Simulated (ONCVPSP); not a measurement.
**Which change was made? (Hf, ONCV)**

* Element: hafnium (Hf)
* Generator: ONCVPSP 4.0.1
* Type: optimised norm-conserving Vanderbilt (ONCV)
* Functional: PBE
* Relativity: fully relativistic
* Frozen core: [Kr] 4d10
* Valence charge: 26
* Reference configuration: 4f14 5s2 5p6 5d2 6s1.75 6p0.25
* Partial waves: 5s+6s: rc 2.15 bohr, ncon 5, nbas 9, qcut 5.1 1/bohr, 2 projectors; 5p+6p: rc 2.10 bohr, ncon 4, nbas 7, qcut 6.2 1/bohr, 2 projectors; 5d: rc 2.00 bohr, ncon 4, nbas 7, qcut 4.3 1/bohr, 3 projectors, debl 1.7 Ha; 4f: rc 0.85 bohr, ncon 4, nbas 9, qcut 18.4 1/bohr, 3 projectors, debl 3.8 Ha
* Local potential: polynomial inside 0.70 bohr (lpopt 1, dvloc0 6 Ha)
* Core correction: Teter function, fcfact 4, rcfact 1.35

Open shells are filled in proportion to 2j + 1.

Cutoffs, loose and tight: the cutoffs (Ha) at which the residual kinetic energy of the hardest occupied pseudo-wave falls to 1 and 0.1 mHa per electron. They do not see the model core or the augmentation charge, which bear on the density cutoff. Test errors are all-electron minus pseudo excitation energies from the reference, over the configurations 4f14 5s2 5p6 5d2 6s2 6p0; 4f14 5s2 5p6 5d2 6s1 6p0; 4f14 5s2 5p6 5d2 6s0 6p0; 4f13 5s2 5p6 5d3 6s2 6p0; variants that change the core or the reference have their own tests.

The base gives: outcome: generated; cutoff, loose: 158 Ha; cutoff, tight: 260 Ha; bound ghosts: s, d3/2; GHOST(+) flags above zero: p3/2, p1/2; largest test error (meV): -26.

Problem. After one change the result is: outcome: generated; cutoff, loose: 158 Ha; cutoff, tight: 260 Ha; bound ghosts: s; GHOST(+) flags above zero: p3/2, d5/2, p1/2; largest test error (meV): -26. Which change was it?
A. d: debl 2.85
B. core correction Teter function, fcfact 4, rcfact 2.02
C. d: rc 2.3

Solution. A. The others give: core correction Teter function, fcfact 4, rcfact 2.02 → outcome: generated; cutoff, loose: 158 Ha; cutoff, tight: 260 Ha; bound ghosts: s, d3/2; GHOST(+) flags above zero: p3/2, p1/2; largest test error (meV): -43 | d: rc 2.3 → outcome: generated; cutoff, loose: 158 Ha; cutoff, tight: 260 Ha; bound ghosts: s; GHOST(+) flags above zero: p3/2, d5/2, p1/2, d3/2; largest test error (meV): -57.
